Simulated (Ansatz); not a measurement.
## C4H6B2Se: where a starting geometry ends

The starting geometry of this gas-phase singlet was optimised with GFN2-xTB; its bonds are those of `Bc1c[se]cc1B`.

```xyz
13

C    -1.1062   -0.1856    0.8146
C    -1.1232   -1.4112    1.4308
C     1.2068   -0.5711    0.9929
C     0.2375    0.2987    0.5618
B    -2.4279    0.5219    0.4718
B     0.6360    1.6231   -0.1108
Se    0.5522   -2.1149    1.7717
H    -2.4435    1.5656   -0.0479
H    -3.4366   -0.0068    0.7417
H    -2.0060   -1.9590    1.7129
H     2.2691   -0.4181    0.9083
H     1.7727    1.8756   -0.2284
H    -0.1663    2.3727   -0.5034
```

**Question.** Predict what it relaxes into with B3LYP/def2-SVP.

**Answer.** It keeps its bonds, and is `Bc1c[se]cc1B`.

The energy falls by 0.10 eV over 7 steps:

```tsv
step	E − E(last) (eV)
1	0.105
2	0.009
3	0.000
4	0.000
5	0.000
6	0.000
7	0.000
```

Final geometry (Å):

```
atom    x (Å)    y (Å)    z (Å)
   C  -1.1146  -0.1881   0.8161
   C  -1.1433  -1.4213   1.4374
   C   1.2296  -0.5665   0.9901
   C   0.2456   0.3019   0.5597
   B  -2.4444   0.5104   0.4738
   B   0.6555   1.6269  -0.1109
  Se   0.5543  -2.1184   1.7765
   H  -2.4820   1.5855  -0.0670
   H  -3.4816  -0.0400   0.7583
   H  -2.0348  -1.9798   1.7250
   H   2.3065  -0.4159   0.9067
   H   1.8309   1.8736  -0.2433
   H  -0.1571   2.4224  -0.5063
```

No frequencies were run, so the end isn't proven a minimum. Run with Ansatz 0.2.0, 19 s on 2 threads of AMD EPYC 9R45 96-Core Processor (Zen 5), with other jobs on the host.
